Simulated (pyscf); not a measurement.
**HS–SnH₂–SnH₃, singlet**

Gas-phase minimum from PySCF at ωB97X-D3(BJ)/def2-SVP, one conformer. 

```xyz
9

S     -0.2681    -0.7671    -1.7993
Sn     1.2317    -0.1029    -0.0237
Sn    -0.2707     0.0852     2.2320
H     -0.7218    -1.8531    -1.1434
H      2.4967    -1.2483     0.0921
H      1.8607     1.3911    -0.5552
H     -1.3892     1.3632     2.0692
H     -1.1308    -1.3764     2.4400
H      0.6876     0.3596     3.6200
```

Bond lengths (Å): S1–Sn2 2.417, S1–H4 1.347, Sn2–Sn3 2.717, Sn2–H5 1.711, Sn2–H6 1.706, Sn3–H7 1.706, Sn3–H8 1.709, Sn3–H9 1.709. Angles (°): Sn2–S1–H4 94.2, S1–Sn2–Sn3 106.6, S1–Sn2–H5 108.9, S1–Sn2–H6 103.9, Sn3–Sn2–H5 113.5, Sn3–Sn2–H6 113.7, H5–Sn2–H6 109.6, Sn2–Sn3–H7 109.6, Sn2–Sn3–H8 108.7, Sn2–Sn3–H9 112.0, H7–Sn3–H8 108.8, H7–Sn3–H9 109.0, H8–Sn3–H9 108.7.

Properties at ωB97X-D3(BJ)/def2-SVP:

| Quantity | Result |
|---|---|
| Harmonic wavenumbers, unscaled | 61, 68, 129, 207, 287, 370, 388, 417, 527, 605, 692, 744, 748, 755, 757, 1954, 1966, 1967, 1975, 1981, 2758 cm⁻¹ |
| Zero-point energy | 27.7 kcal/mol |
| Rotational symmetry number | 1 |
| Entropy of this conformer at 298 K and 1 atm, rigid rotor and harmonic oscillator, modes under 100 cm⁻¹ raised to 100 | 380.5 J/(mol K) |
| Dipole moment | 1.85 D |

Single-point totals, which compare only within one level:

```json
[
 {"level": "ωB97X-D3(BJ)/def2-TZVP", "total energy (hartree)": "-830.61352"},
 {"level": "PBE/def2-TZVP", "total energy (hartree)": "-830.22325"},
 {"level": "r²SCAN/def2-TZVP", "total energy (hartree)": "-830.54793"},
 {"level": "B3LYP-D3(BJ)/def2-TZVP", "total energy (hartree)": "-830.60414"},
 {"level": "PBE0-D3(BJ)/def2-TZVP", "total energy (hartree)": "-830.29242"},
 {"level": "M06-2X/def2-TZVP", "total energy (hartree)": "-830.23942"},
 {"level": "ωB97M-D3(BJ)/def2-TZVP", "total energy (hartree)": "-830.53761"}
]
```

Soft torsions are taken as harmonic, which can shift the entropy by several J/(mol K). Elements past Kr carry the def2 core potentials, without spin-orbit coupling.
